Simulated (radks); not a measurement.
Task: All-electron atom: Ti+ in [Ar] 3d2 4s1. All-electron calculation, Dirac Kohn-Sham, BLYP, spin-unpolarised, spherical densities, finite nucleus; open shells fill j = l - 1/2 first; Fermi nuclear charge, rms radius 3.5921 fm. Program: a radial shooting solver on a logarithmic mesh with Libxc functionals. Some entries of the table are withheld. Estimate them.

orbital  occ.  eigenvalue (eV)  r(max) (bohr)
1s1/2       2        -4877.383        0.04554
2s1/2       2              (1)         0.2689
2p1/2       2        -455.4271         0.2179
2p3/2       4        -449.6462         0.2201
3s1/2       2              (2)         0.8687
3p1/2       2         -46.3991         0.8963
3p3/2       4         -45.7370         0.9027
3d3/2       2              (3)         0.9740
3d5/2       0              (4)         0.9764
4s1/2       1         -10.3805            (5)

Result: 
(1) 2s1/2 eigenvalue (eV): -544.0225
(2) 3s1/2 eigenvalue (eV): -69.6524
(3) 3d3/2 eigenvalue (eV): -11.3231
(4) 3d5/2 eigenvalue (eV): -11.2746
(5) 4s1/2 r(max) (bohr): 2.730
